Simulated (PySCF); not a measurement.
Correlation energy of Xe²⁺ (xenon, charge +2)

[Kr] 4d10 5s1 5p5, 5s spin antiparallel (an excited configuration). All numbers are calculated (PySCF 2.14, a scalar-relativistic core potential, in def2-TZVPPD with the def2 core potential (28 electrons) (7s6p4d2f, 59 functions)). Frozen: nothing; 24 electrons correlated.

MP2 pair energies summed by pair of shells (mhartree):

```
 pair   energy  share (%)
4d-4d  -248.97       38.7
4d-5p  -125.57       19.5
5p-5p  -116.96       18.2
5s-5p   -40.55        6.3
4p-4d   -35.66        5.5
4d-5s   -22.26        3.5
4p-4p   -21.87        3.4
4s-4d   -12.46        1.9
4p-5p    -7.72        1.2
4s-4p    -5.17        0.8
4p-5s    -3.17        0.5
4s-4s    -1.91        0.3
4s-5p    -0.90        0.1
4s-5s    -0.27        0.0
```

Total MP2 correlation energy: -643.44 mhartree.

Same-spin part -214.34 and opposite-spin part -429.10 mhartree; SCS-MP2 scales them by 1/3 and 6/5 to -586.37 mhartree.

The basis has no tight functions for the innermost shells, so their pair energies are far from complete.

This basis was not built for core-valence correlation, so the inner-shell part is incomplete.
